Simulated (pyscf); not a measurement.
# •HC=C(CH₃)–F (SMILES [CH]=C(C)F), doublet

Gas-phase minimum from PySCF at ωB97X-D3(BJ)/def2-SVP, one conformer. •HC=C(CH₃)–F lies 25.9 kcal/mol over its isomer •H₂C–C(=CH₂)–F (electronic energy, ωB97M-D3(BJ)/def2-TZVP). 

SMILES: [CH]=C(C)F
```xyz
8

C      1.2033    -0.5550     0.3357
C      0.1205     0.0493    -0.1068
C     -0.2765     1.4767     0.0952
F     -0.7925    -0.6361    -0.8409
H      1.6803    -1.5327     0.3154
H      0.4741     2.0084     0.6944
H     -1.2507     1.5250     0.6073
H     -0.3832     1.9772    -0.8804
```
Charge 0, spin multiplicity 2.

Bonded distances (Å): C1–C2 1.317, C1–H5 1.088, C2–C3 1.495, C2–F4 1.357, C3–H6 1.098, C3–H7 1.102, C3–H8 1.102. Angles (°): C2–C1–H5 140.1, C1–C2–C3 127.7, C1–C2–F4 120.2, C3–C2–F4 112.1, C2–C3–H6 110.8, C2–C3–H7 109.8, C2–C3–H8 109.9, H6–C3–H7 109.2, H6–C3–H8 109.2, H7–C3–H8 107.8.

Properties at ωB97X-D3(BJ)/def2-SVP:

Harmonic wavenumbers, unscaled: 190, 380, 434, 479, 667, 768, 910, 1023, 1054, 1231, 1408, 1453, 1458, 1767, 3075, 3163, 3202, 3322 cm⁻¹
Zero-point energy: 37.1 kcal/mol
Rotational symmetry number: 1
Entropy of this conformer at 298 K and 1 atm, rigid rotor and harmonic oscillator, modes under 100 cm⁻¹ raised to 100: 289.8 J/(mol K)
Dipole moment: 1.01 D
Spin expectation value S2: 0.761

Single-point totals, which compare only within one level (frozen core for MP2 and CC):

```csv
level,total energy (hartree)
ωB97X-D3(BJ)/def2-TZVP,-216.60522
PBE/def2-TZVP,-216.29276
r²SCAN/def2-TZVP,-216.43481
B3LYP-D3(BJ)/def2-TZVP,-216.55824
PBE0-D3(BJ)/def2-TZVP,-216.30844
M06-2X/def2-TZVP,-216.45221
ωB97M-D3(BJ)/def2-TZVP,-216.59081
UHF/def2-TZVPP,-215.36993
MP2/def2-TZVPP,-216.06455
CCSD/def2-TZVPP,-216.10403
CCSD(T)/def2-TZVPP,-216.13263
```

Soft torsions are taken as harmonic, which can shift the entropy by several J/(mol K). The CCSD(T) − MP2 part came from Ansatz, without density fitting, on the same reference. A UHF reference is spin-contaminated (<S²> up to 0.94), which harms MP2 most.
